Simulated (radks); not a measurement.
The arsenic ion As+, configuration [Ar] 3d9 4s2 4p3 (not the ground configuration).

Method: scalar-relativistic Kohn-Sham, BLYP, spin-polarised, spherical densities, finite nucleus; open shells are filled with parallel spins first; Fermi nuclear charge, rms radius 4.0968 fm; computed with a radial shooting solver on a logarithmic mesh with Libxc functionals.

Energy parts (hartree):
total: -2259.42496
kinetic: 2303.13789
electron-nucleus: -5422.75981
Hartree: 943.46379
exchange-correlation: -83.26683

Orbitals (lengths in bohr, moments of r in powers of bohr; <r^-3> diverges for s and p1/2; r(max) is where P^2 peaks):
[
 {"orbital": "1s up", "occ.": "1", "eigenvalue (hartree)": "-431.6297", "r(max)": "0.02974", "<r^2>": "0.002786", "<r^-3>": "-"},
 {"orbital": "1s down", "occ.": "1", "eigenvalue (hartree)": "-431.6230", "r(max)": "0.02973", "<r^2>": "0.002786", "<r^-3>": "-"},
 {"orbital": "2s up", "occ.": "1", "eigenvalue (hartree)": "-55.55205", "r(max)": "0.1701", "<r^2>": "0.04851", "<r^-3>": "-"},
 {"orbital": "2s down", "occ.": "1", "eigenvalue (hartree)": "-55.51517", "r(max)": "0.1701", "<r^2>": "0.04847", "<r^-3>": "-"},
 {"orbital": "2p up", "occ.": "3", "eigenvalue (hartree)": "-48.82637", "r(max)": "0.1363", "<r^2>": "0.03847", "<r^-3>": "1106"},
 {"orbital": "2p down", "occ.": "3", "eigenvalue (hartree)": "-48.79522", "r(max)": "0.1363", "<r^2>": "0.03844", "<r^-3>": "1107"},
 {"orbital": "3s up", "occ.": "1", "eigenvalue (hartree)": "-7.79557", "r(max)": "0.5196", "<r^2>": "0.4056", "<r^-3>": "-"},
 {"orbital": "3s down", "occ.": "1", "eigenvalue (hartree)": "-7.73251", "r(max)": "0.5200", "<r^2>": "0.4063", "<r^-3>": "-"},
 {"orbital": "3p up", "occ.": "3", "eigenvalue (hartree)": "-5.70989", "r(max)": "0.5180", "<r^2>": "0.4362", "<r^-3>": "157.4"},
 {"orbital": "3p down", "occ.": "3", "eigenvalue (hartree)": "-5.64679", "r(max)": "0.5185", "<r^2>": "0.4370", "<r^-3>": "156.8"},
 {"orbital": "3d up", "occ.": "5", "eigenvalue (hartree)": "-2.27885", "r(max)": "0.4693", "<r^2>": "0.5296", "<r^-3>": "17.93"},
 {"orbital": "3d down", "occ.": "4", "eigenvalue (hartree)": "-2.21292", "r(max)": "0.4703", "<r^2>": "0.5292", "<r^-3>": "17.89"},
 {"orbital": "4s up", "occ.": "1", "eigenvalue (hartree)": "-0.98884", "r(max)": "1.533", "<r^2>": "3.607", "<r^-3>": "-"},
 {"orbital": "4s down", "occ.": "1", "eigenvalue (hartree)": "-0.89846", "r(max)": "1.522", "<r^2>": "3.676", "<r^-3>": "-"},
 {"orbital": "4p up", "occ.": "3", "eigenvalue (hartree)": "-0.58370", "r(max)": "1.780", "<r^2>": "5.261", "<r^-3>": "12.74"},
 {"orbital": "4p down", "occ.": "0", "eigenvalue (hartree)": "-0.49966", "r(max)": "1.791", "<r^2>": "5.707", "<r^-3>": "12.13"}
]

The highest occupied level is 4p up at -15.883 eV. The spin density at the nucleus is -0.712 e/bohr^3 (1s -0.326, 2s -1.126, 3s 0.949, 4s -0.208). The density falls to 0.001 e/bohr^3 at r = 3.92 bohr. The electron density at the nucleus is 3.603e+04 e/bohr^3 (large components only). Summed over all electrons, <r^2> = 31.60 bohr^2, which gives a Langevin (diamagnetic) susceptibility term of -25 x 10^-6 cm^3/mol. Spin moment in Bohr magnetons: 4.
